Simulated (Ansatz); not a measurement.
Consider the germylene formation by 1,1-elimination: `C#[C][GeH3]` → `C#C` + `[GeH2]`.

Program: Ansatz. Geometries: PBE0-D4/def2-TZVP. ΔE: electronic, gas phase. CCSD(T)/CBS adds triple-zeta CCSD(T) − MP2 to the extrapolated MP2 energy (def2 sets, frozen cores). This one scheme is used for every species. Functionals use def2-TZVPP. B3LYP here is the variant with VWN-RPA as its local correlation; programs differ in this. HSE06 is defined as in plane-wave codes. For Ge outer-core shells are correlated without core-valence functions, which leaves a few kJ/mol of doubt a bond. Scalar relativity is left out up to krypton.

```json
{"level": "LDA (SPW92)", "ΔE (kcal/mol)": "51.8", "difference from CCSD(T)/CBS": "7.1"}
{"level": "PBE-D4", "ΔE (kcal/mol)": "43.5", "difference from CCSD(T)/CBS": "-1.2"}
{"level": "revPBE-D4", "ΔE (kcal/mol)": "41.5", "difference from CCSD(T)/CBS": "-3.2"}
{"level": "BLYP-D4", "ΔE (kcal/mol)": "37.4", "difference from CCSD(T)/CBS": "-7.3"}
{"level": "r2SCAN-D4", "ΔE (kcal/mol)": "47.6", "difference from CCSD(T)/CBS": "2.9"}
{"level": "B97M-V", "ΔE (kcal/mol)": "46.0", "difference from CCSD(T)/CBS": "1.3"}
{"level": "B3LYP-D4", "ΔE (kcal/mol)": "40.3", "difference from CCSD(T)/CBS": "-4.4"}
{"level": "r2SCANh-D4", "ΔE (kcal/mol)": "47.8", "difference from CCSD(T)/CBS": "3.1"}
{"level": "r2SCAN0-D4", "ΔE (kcal/mol)": "48.1", "difference from CCSD(T)/CBS": "3.4"}
{"level": "HSE06-D4", "ΔE (kcal/mol)": "45.9", "difference from CCSD(T)/CBS": "1.2"}
{"level": "BHLYP-D4", "ΔE (kcal/mol)": "43.2", "difference from CCSD(T)/CBS": "-1.5"}
{"level": "CAM-B3LYP-D4", "ΔE (kcal/mol)": "43.1", "difference from CCSD(T)/CBS": "-1.6"}
{"level": "ωB97X-V", "ΔE (kcal/mol)": "45.8", "difference from CCSD(T)/CBS": "1.1"}
{"level": "ωB97M-V", "ΔE (kcal/mol)": "42.2", "difference from CCSD(T)/CBS": "-2.5"}
{"level": "B2PLYP", "ΔE (kcal/mol)": "42.9", "difference from CCSD(T)/CBS": "-1.8"}
{"level": "PBE-QIDH", "ΔE (kcal/mol)": "49.6", "difference from CCSD(T)/CBS": "4.9"}
{"level": "PBE", "ΔE (kcal/mol)": "42.2", "difference from CCSD(T)/CBS": "-2.5"}
{"level": "revPBE", "ΔE (kcal/mol)": "38.5", "difference from CCSD(T)/CBS": "-6.2"}
{"level": "BLYP", "ΔE (kcal/mol)": "34.7", "difference from CCSD(T)/CBS": "-10.0"}
{"level": "r2SCAN", "ΔE (kcal/mol)": "47.3", "difference from CCSD(T)/CBS": "2.6"}
{"level": "PBE0", "ΔE (kcal/mol)": "44.8", "difference from CCSD(T)/CBS": "0.1"}
{"level": "B3LYP", "ΔE (kcal/mol)": "38.2", "difference from CCSD(T)/CBS": "-6.5"}
{"level": "r2SCANh", "ΔE (kcal/mol)": "47.4", "difference from CCSD(T)/CBS": "2.7"}
{"level": "r2SCAN0", "ΔE (kcal/mol)": "47.7", "difference from CCSD(T)/CBS": "3.0"}
{"level": "HSE06", "ΔE (kcal/mol)": "44.8", "difference from CCSD(T)/CBS": "0.1"}
{"level": "BHLYP", "ΔE (kcal/mol)": "41.3", "difference from CCSD(T)/CBS": "-3.4"}
{"level": "CAM-B3LYP", "ΔE (kcal/mol)": "42.0", "difference from CCSD(T)/CBS": "-2.7"}
{"level": "LC-ωPBE", "ΔE (kcal/mol)": "48.2", "difference from CCSD(T)/CBS": "3.5"}
{"level": "RPA@PBE/def2-TZVPP", "ΔE (kcal/mol)": "43.3", "difference from CCSD(T)/CBS": "-1.4"}
{"level": "HF/def2-SVP", "ΔE (kcal/mol)": "40.1", "difference from CCSD(T)/CBS": "-4.6"}
{"level": "CCSD/def2-SVP", "ΔE (kcal/mol)": "42.3", "difference from CCSD(T)/CBS": "-2.4"}
{"level": "CCSD(T)/def2-SVP", "ΔE (kcal/mol)": "43.4", "difference from CCSD(T)/CBS": "-1.3"}
{"level": "HF/def2-TZVPP", "ΔE (kcal/mol)": "39.4", "difference from CCSD(T)/CBS": "-5.3"}
{"level": "MP2/def2-TZVPP", "ΔE (kcal/mol)": "50.7", "difference from CCSD(T)/CBS": "6.0"}
{"level": "CCSD/def2-TZVPP", "ΔE (kcal/mol)": "45.2", "difference from CCSD(T)/CBS": "0.5"}
{"level": "HF/def2-QZVPP", "ΔE (kcal/mol)": "39.1", "difference from CCSD(T)/CBS": "-5.6"}
{"level": "MP2/def2-QZVPP", "ΔE (kcal/mol)": "49.6", "difference from CCSD(T)/CBS": "4.9"}
{"level": "SCS-MP2/def2-QZVPP", "ΔE (kcal/mol)": "46.6", "difference from CCSD(T)/CBS": "1.9"}
{"level": "HF/CBS(def2)", "ΔE (kcal/mol)": "39.1", "difference from CCSD(T)/CBS": "-5.6"}
{"level": "MP2/CBS(def2)", "ΔE (kcal/mol)": "48.9", "difference from CCSD(T)/CBS": "4.2"}
{"level": "CCSD(T)/CBS", "ΔE (kcal/mol)": "44.7", "difference from CCSD(T)/CBS": "0"}
```

Q: What do rigid-rotor, harmonic-oscillator terms from PBE0-D4/def2-TZVP frequencies (298.15 K, 1 bar) make of the CCSD(T)/CBS value? (Estimate.)

A: Ansatz gave: ΔZPE = -2.5 kcal/mol, ΔH = +43.3 kcal/mol, ΔS = 140 J/(mol·K), ΔG = +33.4 kcal/mol.

Largest T1 diagnostic among the species: 0.013.

From BLYP to BHLYP (50 % exact exchange), in def2-TZVPP and without D4, ΔE moves by +6.7 kcal/mol. The D4 term adds +2.1 kcal/mol with B3LYP and +1.1 kcal/mol with PBE0; it sums over pairs of atoms, weighted by their polarisabilities, and B3LYP, whose exchange is more repulsive, gets the larger term.
